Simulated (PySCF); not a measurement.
```json
{"wavenumber (cm⁻¹)": "0", "absorption (km/mol per cm⁻¹)": "0.014"}
{"wavenumber (cm⁻¹)": "11", "absorption (km/mol per cm⁻¹)": "0.016"}
{"wavenumber (cm⁻¹)": "22", "absorption (km/mol per cm⁻¹)": "0.019"}
{"wavenumber (cm⁻¹)": "34", "absorption (km/mol per cm⁻¹)": "0.023"}
{"wavenumber (cm⁻¹)": "45", "absorption (km/mol per cm⁻¹)": "0.028"}
{"wavenumber (cm⁻¹)": "56", "absorption (km/mol per cm⁻¹)": "0.036"}
{"wavenumber (cm⁻¹)": "67", "absorption (km/mol per cm⁻¹)": "0.048"}
{"wavenumber (cm⁻¹)": "78", "absorption (km/mol per cm⁻¹)": "0.070"}
{"wavenumber (cm⁻¹)": "89", "absorption (km/mol per cm⁻¹)": "0.113"}
{"wavenumber (cm⁻¹)": "101", "absorption (km/mol per cm⁻¹)": "0.219"}
{"wavenumber (cm⁻¹)": "112", "absorption (km/mol per cm⁻¹)": "0.600"}
{"wavenumber (cm⁻¹)": "123", "absorption (km/mol per cm⁻¹)": "1.888"}
{"wavenumber (cm⁻¹)": "134", "absorption (km/mol per cm⁻¹)": "0.751"}
{"wavenumber (cm⁻¹)": "145", "absorption (km/mol per cm⁻¹)": "0.305"}
{"wavenumber (cm⁻¹)": "157", "absorption (km/mol per cm⁻¹)": "0.249"}
{"wavenumber (cm⁻¹)": "168", "absorption (km/mol per cm⁻¹)": "0.409"}
{"wavenumber (cm⁻¹)": "179", "absorption (km/mol per cm⁻¹)": "1.296"}
{"wavenumber (cm⁻¹)": "190", "absorption (km/mol per cm⁻¹)": "1.186"}
{"wavenumber (cm⁻¹)": "201", "absorption (km/mol per cm⁻¹)": "0.347"}
{"wavenumber (cm⁻¹)": "213", "absorption (km/mol per cm⁻¹)": "0.154"}
{"wavenumber (cm⁻¹)": "224", "absorption (km/mol per cm⁻¹)": "0.090"}
{"wavenumber (cm⁻¹)": "235", "absorption (km/mol per cm⁻¹)": "0.061"}
{"wavenumber (cm⁻¹)": "246", "absorption (km/mol per cm⁻¹)": "0.046"}
{"wavenumber (cm⁻¹)": "257", "absorption (km/mol per cm⁻¹)": "0.037"}
{"wavenumber (cm⁻¹)": "268", "absorption (km/mol per cm⁻¹)": "0.032"}
{"wavenumber (cm⁻¹)": "280", "absorption (km/mol per cm⁻¹)": "0.028"}
{"wavenumber (cm⁻¹)": "291", "absorption (km/mol per cm⁻¹)": "0.026"}
{"wavenumber (cm⁻¹)": "302", "absorption (km/mol per cm⁻¹)": "0.025"}
{"wavenumber (cm⁻¹)": "313", "absorption (km/mol per cm⁻¹)": "0.024"}
{"wavenumber (cm⁻¹)": "324", "absorption (km/mol per cm⁻¹)": "0.024"}
{"wavenumber (cm⁻¹)": "336", "absorption (km/mol per cm⁻¹)": "0.025"}
{"wavenumber (cm⁻¹)": "347", "absorption (km/mol per cm⁻¹)": "0.026"}
{"wavenumber (cm⁻¹)": "358", "absorption (km/mol per cm⁻¹)": "0.027"}
{"wavenumber (cm⁻¹)": "369", "absorption (km/mol per cm⁻¹)": "0.029"}
{"wavenumber (cm⁻¹)": "380", "absorption (km/mol per cm⁻¹)": "0.032"}
{"wavenumber (cm⁻¹)": "391", "absorption (km/mol per cm⁻¹)": "0.035"}
{"wavenumber (cm⁻¹)": "403", "absorption (km/mol per cm⁻¹)": "0.040"}
{"wavenumber (cm⁻¹)": "414", "absorption (km/mol per cm⁻¹)": "0.045"}
{"wavenumber (cm⁻¹)": "425", "absorption (km/mol per cm⁻¹)": "0.053"}
{"wavenumber (cm⁻¹)": "436", "absorption (km/mol per cm⁻¹)": "0.063"}
{"wavenumber (cm⁻¹)": "447", "absorption (km/mol per cm⁻¹)": "0.077"}
{"wavenumber (cm⁻¹)": "459", "absorption (km/mol per cm⁻¹)": "0.096"}
{"wavenumber (cm⁻¹)": "470", "absorption (km/mol per cm⁻¹)": "0.127"}
{"wavenumber (cm⁻¹)": "481", "absorption (km/mol per cm⁻¹)": "0.179"}
{"wavenumber (cm⁻¹)": "492", "absorption (km/mol per cm⁻¹)": "0.298"}
{"wavenumber (cm⁻¹)": "503", "absorption (km/mol per cm⁻¹)": "0.562"}
{"wavenumber (cm⁻¹)": "514", "absorption (km/mol per cm⁻¹)": "0.576"}
{"wavenumber (cm⁻¹)": "526", "absorption (km/mol per cm⁻¹)": "0.959"}
{"wavenumber (cm⁻¹)": "537", "absorption (km/mol per cm⁻¹)": "2.301"}
{"wavenumber (cm⁻¹)": "548", "absorption (km/mol per cm⁻¹)": "8.325"}
{"wavenumber (cm⁻¹)": "559", "absorption (km/mol per cm⁻¹)": "8.008"}
{"wavenumber (cm⁻¹)": "570", "absorption (km/mol per cm⁻¹)": "2.219"}
{"wavenumber (cm⁻¹)": "582", "absorption (km/mol per cm⁻¹)": "0.913"}
{"wavenumber (cm⁻¹)": "593", "absorption (km/mol per cm⁻¹)": "0.486"}
{"wavenumber (cm⁻¹)": "604", "absorption (km/mol per cm⁻¹)": "0.300"}
{"wavenumber (cm⁻¹)": "615", "absorption (km/mol per cm⁻¹)": "0.203"}
{"wavenumber (cm⁻¹)": "626", "absorption (km/mol per cm⁻¹)": "0.147"}
{"wavenumber (cm⁻¹)": "638", "absorption (km/mol per cm⁻¹)": "0.111"}
{"wavenumber (cm⁻¹)": "649", "absorption (km/mol per cm⁻¹)": "0.087"}
{"wavenumber (cm⁻¹)": "660", "absorption (km/mol per cm⁻¹)": "0.070"}
```

This is the computed harmonic infrared spectrum of triplet [NiF3]-, Lorentzian lines of 16 cm⁻¹ full width. Method: UB3LYP in PySCF with Ni def2-SVPD, F def2-SVPD; no relativity; density-fitted integrals.

Question: Which bands make it up, and how are they assigned?

Answer: In C3v symmetry, counting bands above 1 % of the strongest: 124 cm⁻¹ (e, bend, 47 km/mol); 184 cm⁻¹ (a1, bend, 45 km/mol); 503 cm⁻¹ (a1, stretch, 6.5 km/mol); 553 cm⁻¹ (e, stretch, 305 km/mol).

This need not be the most stable arrangement of these atoms. With open d or f shells other occupations or spin states may lie lower. The lowest empty level of this anion is unbound, so it and the gap depend on the basis.
